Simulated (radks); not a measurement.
The numbers below are computed, except where a source is named.
Mean orbital radii <r> (bohr) of the chromium ion Cr+, [Ar] 3d5, at several levels of relativity; Dirac values are averaged over j with weights 2j + 1. Spin-unpolarised spherical Kohn-Sham, BLYP, point nucleus unless stated (finite: rms radius 3.6452 fm), a radial shooting solver on a logarithmic mesh with Libxc functionals. A level marked "c x" has the speed of light scaled by that factor and shares open shells by 2j + 1; other Dirac levels either fill j = l - 1/2 first or share by 2j + 1.

shell,non-rel.,scalar-rel.,"Dirac, 2j+1 shares","Dirac, c x 100","change of magnitude, last against first (%)"
1s,0.06419,0.06355,0.06355,0.06419,0.00
2s,0.2961,0.2932,0.2930,0.2961,0.00
2p,0.2609,0.2598,0.2598,0.2609,0.00
3s,0.9113,0.9030,0.9029,0.9113,0.00
3p,0.9709,0.9676,0.9676,0.9709,0.00
3d,1.415,1.423,1.423,1.415,0.00
